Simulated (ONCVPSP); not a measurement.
**Building the ONCV potential for Rb (Z = 37) (PW91, fully relativistic).**

Input for ONCVPSP 4.0.1:

```
# ATOM AND REFERENCE CONFIGURATION
# atsym  z   nc   nv     iexc    psfile
  Rb 37.00    6    4  -109134      upf
#
#   n    l    f
    1    0    2.00
    2    0    2.00
    2    1    6.00
    3    0    2.00
    3    1    6.00
    3    2   10.00
    4    0    2.00
    4    1    6.00
    5    0    0.50
    5    1    0.50
#
# PSEUDOPOTENTIAL AND OPTIMIZATION
# lmax
    3
#
#   l,   rc,      ep,       ncon, nbas, qcut
    0    2.45    0.00    3    7    5.80
    1    2.35    0.00    4    7    5.00
    2    2.25    0.20    4    7    4.00
    3    2.00    0.27    5    8    4.80
#
# LOCAL POTENTIAL
# lloc, lpopt,  rc(5),   dvloc0
    4    5    1.50    2.00
#
# VANDERBILT-KLEINMAN-BYLANDER PROJECTORs
# l, nproj, debl
    0    2    2.60
    1    2    0.40
    2    2    2.90
    3    2    3.50
#
# MODEL CORE CHARGE
# icmod, fcfact, rcfact
    3    2.50    1.55
#
# LOG DERIVATIVE ANALYSIS
# epsh1, epsh2, depsh
   -3.00    5.00    0.02
#
# OUTPUT GRID
# rlmax, drl
    6.00    0.01
#
# TEST CONFIGURATIONS
# ncnf
    4
# nvcnf
#   n    l    f
    4
    4    0    2.00
    4    1    6.00
    5    0    1.00
    5    1    0.00
#
    4
    4    0    2.00
    4    1    6.00
    5    0    0.00
    5    1    0.00
#
    4
    4    0    2.00
    4    1    6.00
    5    0    0.50
    5    1    0.00
#
    4
    4    0    2.00
    4    1    6.00
    5    0    0.00
    5    1    1.00
#
```

Command:

```bash
oncvpspr.x < Rb.dat > Rb.out
```

Resulting log (shortened: citation, most of the input echo, consistency checks and plot data are left out):

```
ONCVPSP  (Optimized Norm-Conservinng Vanderbilt PSeudopotential)
relativistic version 4.0.1

#   n    l    f        energy (Ha)
    1    0    2.00    -5.5238823D+02
    2    0    2.00    -7.3803869D+01
    2    1    6.00    -6.4715798D+01    -6.6950849D+01
    3    0    2.00    -1.0974210D+01
    3    1    6.00    -8.1830003D+00    -8.5188440D+00
    3    2   10.00    -3.8278025D+00    -3.8848093D+00
    4    0    2.00    -1.2016749D+00
    4    1    6.00    -6.0499752D-01    -6.3756349D-01
    5    0    0.50    -9.5311822D-02
    5    1    0.50    -3.9407551D-02    -4.0515236D-02

Reference configufation results
  iterations    27
  all-electron total energy (Ha)   -2.98201270D+03

Begin loop to  construct optimized pseudo wave functions
and semi-local pseudopoentials for all angular momenta

Calculating optimized projector #   1

 for l=   0

    Fraction of norm inside rc  0.955330
    Optimizing pswf for qcut=   5.80 a_B^-1,  ecut=  16.80 Ha
    Residual kinetic energy error=  5.37D-08 Ha

    Energy error per electron        Cutoff
         Ha          eV             Ha
         0.01000     0.27211        5.64
         0.00100     0.02721        9.07
         0.00010     0.00272       11.42
         0.00001     0.00027       13.31

Calculating optimized projector #   2

 for l=   0

    Fraction of norm inside rc  0.044205
    Optimizing pswf for qcut=   5.80 a_B^-1,  ecut=  16.80 Ha
    Residual kinetic energy error=  4.69D-08 Ha

    Energy error per electron        Cutoff
         Ha          eV             Ha
         0.01000     0.27211        1.72
         0.00100     0.02721        6.67
         0.00010     0.00272        9.81
         0.00001     0.00027       12.10

Calculating optimized projector #   1

 for l=   1

    Fraction of norm inside rc  0.839046
    Optimizing pswf for qcut=   5.00 a_B^-1,  ecut=  12.49 Ha
    Residual kinetic energy error=  5.55D-07 Ha

    Energy error per electron        Cutoff
         Ha          eV             Ha
         0.01000     0.27211        4.90
         0.00100     0.02721        6.67
         0.00010     0.00272        8.14
         0.00001     0.00027        9.30

Calculating optimized projector #   2

 for l=   1

    Fraction of norm inside rc  0.016344
    Optimizing pswf for qcut=   5.00 a_B^-1,  ecut=  12.49 Ha
    Residual kinetic energy error=  1.49D-07 Ha

    Energy error per electron        Cutoff
         Ha          eV             Ha
         0.01000     0.27211        2.28
         0.00100     0.02721        4.35
         0.00010     0.00272        6.20
         0.00001     0.00027        7.43

Calculating optimized projector #   1

 for l=   1

    Fraction of norm inside rc  0.853713
    Optimizing pswf for qcut=   5.00 a_B^-1,  ecut=  12.49 Ha
    Residual kinetic energy error=  2.16D-07 Ha

    Energy error per electron        Cutoff
         Ha          eV             Ha
         0.01000     0.27211        5.17
         0.00100     0.02721        7.05
         0.00010     0.00272        8.60
         0.00001     0.00027       10.01

Calculating optimized projector #   2

 for l=   1

    Fraction of norm inside rc  0.016147
    Optimizing pswf for qcut=   5.00 a_B^-1,  ecut=  12.49 Ha
    Residual kinetic energy error=  1.21D-07 Ha

    Energy error per electron        Cutoff
         Ha          eV             Ha
         0.01000     0.27211        2.41
         0.00100     0.02721        4.58
         0.00010     0.00272        6.45
         0.00001     0.00027        7.86

   Wellstate for l =  2  n =  5 kap= -3
     eigenvalue =   0.2000
     asymptotic potential =   0.7000
     half-point radius = 10.3966

   Wellstate for l =  2  n =  6 kap= -3
     eigenvalue =   3.1000
     asymptotic potential =   3.6000
     half-point radius =  3.5020

Calculating optimized projector #   1

 for l=   2

    Fraction of norm inside rc  0.170050
    Optimizing pswf for qcut=   4.00 a_B^-1,  ecut=   7.99 Ha
    Residual kinetic energy error=  6.42D-04 Ha

    Energy error per electron        Cutoff
         Ha          eV             Ha
         0.01000     0.27211        4.89
         0.00100     0.02721        7.48
         0.00010     0.00272       17.78
         0.00001     0.00027       32.48

Calculating optimized projector #   2

 for l=   2

    Fraction of norm inside rc  0.228037
    Optimizing pswf for qcut=   4.00 a_B^-1,  ecut=   7.99 Ha
    Residual kinetic energy error=  3.97D-02 Ha

    Energy error per electron        Cutoff
         Ha          eV             Ha
         0.01000     0.27211        9.66
         0.00100     0.02721       21.72
         0.00010     0.00272       40.80
         0.00001     0.00027       46.82

   Wellstate for l =  2  n =  4 kap=  2
     eigenvalue =   0.2000

   Wellstate for l =  2  n =  6 kap=  2
     eigenvalue =   2.9291

Calculating optimized projector #   1

 for l=   2

    Fraction of norm inside rc  0.204238
    Optimizing pswf for qcut=   4.00 a_B^-1,  ecut=   7.99 Ha
    Residual kinetic energy error=  5.88D-04 Ha

    Energy error per electron        Cutoff
         Ha          eV             Ha
         0.01000     0.27211        4.81
         0.00100     0.02721        7.39
         0.00010     0.00272       17.45
         0.00001     0.00027       32.33

Calculating optimized projector #   2

 for l=   2

    Fraction of norm inside rc  0.229780
    Optimizing pswf for qcut=   4.00 a_B^-1,  ecut=   7.99 Ha
    Residual kinetic energy error=  4.24D-02 Ha

    Energy error per electron        Cutoff
         Ha          eV             Ha
         0.01000     0.27211        9.78
         0.00100     0.02721       22.69
         0.00010     0.00272       41.40
         0.00001     0.00027       47.29

   Wellstate for l =  3  n =  4 kap= -4
     eigenvalue =   0.2700
     asymptotic potential =   0.7700
     half-point radius =  8.8251

   Wellstate for l =  3  n =  6 kap= -4
     eigenvalue =   3.7700
     asymptotic potential =   4.2700
     half-point radius =  3.5278

Calculating optimized projector #   1

 for l=   3

    Fraction of norm inside rc  0.005051
    Optimizing pswf for qcut=   4.79 a_B^-1,  ecut=  11.48 Ha
    Residual kinetic energy error=  5.55D-05 Ha

    Energy error per electron        Cutoff
         Ha          eV             Ha
         0.01000     0.27211        1.20
         0.00100     0.02721        4.46
         0.00010     0.00272        9.93
         0.00001     0.00027       25.90

Calculating optimized projector #   2

 for l=   3

    Fraction of norm inside rc  0.194975
    Optimizing pswf for qcut=   4.79 a_B^-1,  ecut=  11.48 Ha
    Residual kinetic energy error=  1.89D-01 Ha

    Energy error per electron        Cutoff
         Ha          eV             Ha
         0.01000     0.27211       20.66
         0.00100     0.02721       61.87
         0.00010     0.00272       76.24
         0.00001     0.00027       84.67

   Wellstate for l =  3  n =  4 kap=  3
     eigenvalue =   0.2700

   Wellstate for l =  3  n =  6 kap=  3
     eigenvalue =   3.7700

Calculating optimized projector #   1

 for l=   3

    Fraction of norm inside rc  0.005053
    Optimizing pswf for qcut=   4.79 a_B^-1,  ecut=  11.48 Ha
    Residual kinetic energy error=  5.57D-05 Ha

    Energy error per electron        Cutoff
         Ha          eV             Ha
         0.01000     0.27211        1.20
         0.00100     0.02721        4.46
         0.00010     0.00272        9.94
         0.00001     0.00027       25.94

Calculating optimized projector #   2

 for l=   3

    Fraction of norm inside rc  0.195104
    Optimizing pswf for qcut=   4.79 a_B^-1,  ecut=  11.48 Ha
    Residual kinetic energy error=  1.90D-01 Ha

    Energy error per electron        Cutoff
         Ha          eV             Ha
         0.01000     0.27211       20.68
         0.00100     0.02721       61.92
         0.00010     0.00272       76.27
         0.00001     0.00027       84.69

Construct Vanderbilt / Kleinmman-Bylander projectors

B matrix Hermiticity error, ll=  0  kap= -1
   1   2    4.4540D-05

  Orthonormal projector coefficients  3.7845E+00  4.9071E-01

B matrix Hermiticity error, ll=  1  kap= -2
   1   2    1.2361D-05

  Orthonormal projector coefficients  1.8131E+00  3.3176E-01

B matrix Hermiticity error, ll=  1  kap=  1
   1   2    1.3424D-05

  Orthonormal projector coefficients  1.7105E+00  3.0291E-01

B matrix Hermiticity error, ll=  2  kap= -3
   1   2    8.3702D-05

  Orthonormal projector coefficients -3.9692E+00  8.4760E-01

B matrix Hermiticity error, ll=  2  kap=  2
   1   2   -8.5979D-05

  Orthonormal projector coefficients -4.1849E+00  7.8470E-01

B matrix Hermiticity error, ll=  3  kap= -4
   1   2   -1.1256D-05

  Orthonormal projector coefficients -4.8960E+00 -1.7512E+00

B matrix Hermiticity error, ll=  3  kap=  3
   1   2   -1.1254D-05

  Orthonormal projector coefficients -4.8981E+00 -1.7517E+00

 Orthonormal scalar projector coefficients, l =  1
  1.7785E+00  3.2234E-01  2.0202E-04  5.2723E-05

 Orthonormal spin-orbit projector coefficients, l =  1
  8.8252E-02  1.1370E-02 -9.3587E-03 -2.6009E-03

 Orthonormal scalar projector coefficients, l =  2
 -4.0537E+00  8.2195E-01 -1.3610E-03  1.8681E-05

 Orthonormal spin-orbit projector coefficients, l =  2
  1.2900E-01 -3.7611E-02  2.0411E-02 -3.8020E-04

 Orthonormal scalar projector coefficients, l =  3
 -4.8969E+00 -1.7514E+00 -1.8948E-07 -2.0803E-08

 Orthonormal spin-orbit projector coefficients, l =  3
  1.3522E-03 -7.3764E-04  1.3140E-04 -2.8660E-05

Model core correction analysis
  based on d2Exc/dn_idn_j

d2excae - all-electron derivatives

   -2.433578D-02   -2.042474D-02   -1.329114D-03   -5.127290D-04
   -2.042487D-02   -1.946549D-02   -2.425078D-03   -6.370698D-04
   -1.328090D-03   -2.423578D-03   -2.895830D-02   -2.083956D-02
   -5.126181D-04   -6.368651D-04   -2.078670D-02   -2.577242D-02

d2excps - pseudofunction derivatives with no core correction

   -3.835489D-02   -2.916028D-02   -2.254351D-03   -7.676314D-04
   -2.916126D-02   -2.743346D-02   -3.274197D-03   -8.323246D-04
   -2.251867D-03   -3.270110D-03   -3.437684D-02   -2.587952D-02
   -7.673053D-04   -8.310089D-04   -2.569375D-02   -3.320503D-02

rms 2nd derivative error    5.863530E-03

rmatch, rhocmatch    0.9867    4.1305

Teter function model core charge with specified parameters

d2excps - pseudofunction derivatives with core correction

   -2.841439D-02   -2.436947D-02   -1.674907D-03   -6.045985D-04
   -2.436940D-02   -2.444064D-02   -3.019687D-03   -7.327844D-04
   -1.672049D-03   -3.015580D-03   -3.433749D-02   -2.586980D-02
   -6.042143D-04   -7.314557D-04   -2.568408D-02   -3.320153D-02

rms 2nd derivative error    3.595997E-03

Pseudoatom total energy  -24.567781

Diagnostic tests using Vanderbilt-Kleinman-Bylander pseudopotentials
  relativistic with J = L +/- 1/2 projectors

   l  kap   rcore       rmatch      e in        delta e    norm test   slope test

   0  -1   2.4642186   2.5390377  -1.2016749   0.0000001   1.0000790   1.0000738
   0  -1   2.4642186   2.5390377  -0.0953118   0.0000008   1.0000212   1.0000097

   1  -2   2.3631613   2.4349120  -0.6049975  -0.0000010   1.0000554   1.0000625
   1   1   2.3631613   2.4349120  -0.6375635  -0.0000001   1.0000592   1.0000601
   1  -2   2.3631613   2.4349120  -0.0394076   0.0000002   1.0000173   1.0000144
   1   1   2.3631613   2.4349120  -0.0405152   0.0000005   1.0000268   1.0000243

   2  -3   2.2527320   2.3211298   0.2000000   0.0000003   1.0000278   1.0000278
   2   2   2.2527320   2.3211298   0.0291319   0.0000015   1.0000217   1.0000217
   2  -3   2.2527320   2.3211298   3.1000000   0.0000502   1.0000859   1.0000859
   2   2   2.2527320   2.3211298   3.0956566   0.0000515   1.0000766   1.0000766

   3  -4   2.0107029   2.0717521   0.2700000   0.0000098   1.0000141   1.0000141
   3   3   2.0107029   2.0717521   0.2699964   0.0000154   1.0000154   1.0000154
   3  -4   2.0107029   2.0717521   3.7700000   0.0000259   1.0001669   1.0001669
   3   3   2.0107029   2.0717521   3.7696143   0.0000270   1.0001659   1.0001659

Diagnostic tests using Vanderbilt-Kleinman-Bylander pseudopotentials
  relativistic with scalar and spin-orbit non-local projectors

   l  kap   rcore       rmatch      e in        delta e    norm test   slope test

   0  -1   2.4642186   2.5390377  -1.2016749   0.0000001   1.0000790   1.0000738
   0  -1   2.4642186   2.5390377  -0.0953118   0.0000008   1.0000212   1.0000097

   1  -2   2.3631613   2.4349120  -0.6049975  -0.0000171   1.0000601   1.0000444
   1   1   2.3631613   2.4349120  -0.6375635  -0.0000163   1.0000637   1.0000434
   1  -2   2.3631613   2.4349120  -0.0394076  -0.0000001   0.9999616   1.0000100
   1   1   2.3631613   2.4349120  -0.0405152   0.0000002   0.9999867   1.0000207

   2  -3   2.2527320   2.3211298   0.2000000   0.0000546   1.0000075   1.0000075
   2   2   2.2527320   2.3211298   0.0291319   0.0000498   1.0000035   1.0000035
   2  -3   2.2527320   2.3211298   3.1000000   0.0001202   1.0000982   1.0000982
   2   2   2.2527320   2.3211298   3.0956566   0.0001212   1.0000889   1.0000889

   3  -4   2.0107029   2.0717521   0.2700000   0.0000098   1.0000141   1.0000141
   3   3   2.0107029   2.0717521   0.2699964   0.0000154   1.0000154   1.0000154
   3  -4   2.0107029   2.0717521   3.7700000   0.0000259   1.0001669   1.0001669
   3   3   2.0107029   2.0717521   3.7696143   0.0000270   1.0001659   1.0001659

Ghost test for J = L + 1/2

 Testing for bound ghosts
   n   l    E NL Schr. Eq   E Basis Diag.   E Cutoff

   1   0       -1.201675       -1.201654     31.35
   2   0       -0.095311       -0.057572     31.35

   2   1       -0.604999       -0.604964     39.97
   3   1       -0.039407        0.070179     39.97

   3   2       -0.012383        0.046519     50.54

 Testing for highly-localized positive-energy ghosts
       l    <radius>/rc     E Basis Diag.   E Cutoff

Ghost test for J = L - 1/2

 Testing for bound ghosts
   n   l    E NL Schr. Eq   E Basis Diag.   E Cutoff

   1   0       -1.201675       -1.201654     31.35
   2   0       -0.095311       -0.057572     31.35

   2   1       -0.637564       -0.637537     39.97
   3   1       -0.040515        0.064682     39.97

   3   2       -0.012601        0.045146     50.54

 Testing for highly-localized positive-energy ghosts
       l    <radius>/rc     E Basis Diag.   E Cutoff

Test configuration 0

   n   l kap    f        eae           eps        diff
   1   0  -1  2.0000 -552.38823004
   2   0  -1  2.0000  -73.80386893
   2   1  -2  4.0000  -64.71579806
   2   1   1  2.0000  -66.95084866
   3   0  -1  2.0000  -10.97421045
   3   1  -2  4.0000   -8.18300031
   3   1   1  2.0000   -8.51884402
   3   2  -3  6.0000   -3.82780249
   3   2   2  4.0000   -3.88480931
   4   0  -1  2.0000   -1.20167494   -1.20167479    1.49E-07
   4   1  -2  4.0000   -0.60499752   -0.60499853   -1.02E-06
   4   1   1  2.0000   -0.63756349   -0.63756359   -1.03E-07
   5   0  -1  0.5000   -0.09531182   -0.09531101    8.15E-07
   5   1  -2  0.3333   -0.03940755   -0.03940738    1.71E-07
   5   1   1  0.1667   -0.04051524   -0.04051477    4.63E-07

    Total energies and differences
      AE_ref= -2.98201270E+03  AE_tst= -2.98201270E+03  dif=  0.00E+00
      PS_ref= -2.45677809E+01  PS_tst= -2.45677809E+01  dif=  1.03E-13
      PSP excitation error= -1.03E-13

Test configuration 1

   n   l kap    f        eae           eps        diff
   1   0  -1  2.0000 -552.36068093
   2   0  -1  2.0000  -73.77631211
   2   1  -2  4.0000  -64.68825916
   2   1   1  2.0000  -66.92331153
   3   0  -1  2.0000  -10.94663406
   3   1  -2  4.0000   -8.15543261
   3   1   1  2.0000   -8.49127405
   3   2  -3  6.0000   -3.80024339
   3   2   2  4.0000   -3.85724946
   4   0  -1  2.0000   -1.17429036   -1.17422938    6.10E-05
   4   1  -2  4.0000   -0.57817678   -0.57818418   -7.40E-06
   4   1   1  2.0000   -0.61065062   -0.61065185   -1.23E-06
   5   0  -1  1.0000   -0.08235700   -0.08235393    3.07E-06
   5   1  -2  0.0000   -0.02808115   -0.02808115    0.00E+00
   5   1   1  0.0000   -0.02912461   -0.02912461    0.00E+00

    Total energies and differences
      AE_ref= -2.98201270E+03  AE_tst= -2.98204009E+03  dif= -2.74E-02
      PS_ref= -2.45677809E+01  PS_tst= -2.45951733E+01  dif= -2.74E-02
      PSP excitation error= -1.19E-06

Test configuration 2

   n   l kap    f        eae           eps        diff
   1   0  -1  2.0000 -552.57375677
   2   0  -1  2.0000  -73.98918826
   2   1  -2  4.0000  -64.90112464
   2   1   1  2.0000  -67.13617838
   3   0  -1  2.0000  -11.15935383
   3   1  -2  4.0000   -8.36812588
   3   1   1  2.0000   -8.70397858
   3   2  -3  6.0000   -4.01290052
   3   2   2  4.0000   -4.06991074
   4   0  -1  2.0000   -1.38533694   -1.38546161   -1.25E-04
   4   1  -2  4.0000   -0.78719244   -0.78720196   -9.53E-06
   4   1   1  2.0000   -0.81997589   -0.81999116   -1.53E-05
   5   0  -1  0.0000   -0.22737724   -0.22737724    0.00E+00
   5   1  -2  0.0000   -0.13257516   -0.13257516    0.00E+00
   5   1   1  0.0000   -0.13582658   -0.13582658    0.00E+00

    Total energies and differences
      AE_ref= -2.98201270E+03  AE_tst= -2.98188633E+03  dif=  1.26E-01
      PS_ref= -2.45677809E+01  PS_tst= -2.44414126E+01  dif=  1.26E-01
      PSP excitation error= -1.39E-06

Test configuration 3

   n   l kap    f        eae           eps        diff
   1   0  -1  2.0000 -552.45923114
   2   0  -1  2.0000  -73.87478186
   2   1  -2  4.0000  -64.78672634
   2   1   1  2.0000  -67.02177942
   3   0  -1  2.0000  -11.04504008
   3   1  -2  4.0000   -8.25382886
   3   1   1  2.0000   -8.58967457
   3   2  -3  6.0000   -3.89862570
   3   2   2  4.0000   -3.95563337
   4   0  -1  2.0000   -1.27211833   -1.27212330   -4.97E-06
   4   1  -2  4.0000   -0.67534936   -0.67535476   -5.40E-06
   4   1   1  2.0000   -0.70792883   -0.70793229   -3.46E-06
   5   0  -1  0.5000   -0.15056527   -0.15056354    1.73E-06
   5   1  -2  0.0000   -0.08218576   -0.08218576    0.00E+00
   5   1   1  0.0000   -0.08386102   -0.08386102    0.00E+00

    Total energies and differences
      AE_ref= -2.98201270E+03  AE_tst= -2.98198218E+03  dif=  3.05E-02
      PS_ref= -2.45677809E+01  PS_tst= -2.45372700E+01  dif=  3.05E-02
      PSP excitation error=  2.47E-07

Test configuration 4

   n   l kap    f        eae           eps        diff
   1   0  -1  2.0000 -552.41433452
   2   0  -1  2.0000  -73.82998062
   2   1  -2  4.0000  -64.74189037
   2   1   1  2.0000  -66.97693905
   3   0  -1  2.0000  -11.00034220
   3   1  -2  4.0000   -8.20912255
   3   1   1  2.0000   -8.54496879
   3   2  -3  6.0000   -3.85391532
   3   2   2  4.0000   -3.91092296
   4   0  -1  2.0000   -1.22752118   -1.22759306   -7.19E-05
   4   1  -2  4.0000   -0.63021057   -0.63021009    4.80E-07
   4   1   1  2.0000   -0.66287473   -0.66287910   -4.36E-06
   5   0  -1  0.0000   -0.10692301   -0.10692301    0.00E+00
   5   1  -2  0.6667   -0.04927590   -0.04927580    1.06E-07
   5   1   1  0.3333   -0.05044822   -0.05044800    2.18E-07

    Total energies and differences
      AE_ref= -2.98201270E+03  AE_tst= -2.98198460E+03  dif=  2.81E-02
      PS_ref= -2.45677809E+01  PS_tst= -2.45396817E+01  dif=  2.81E-02
      PSP excitation error= -9.29E-07
```

The run took about 11 s on one core of a shared server CPU.
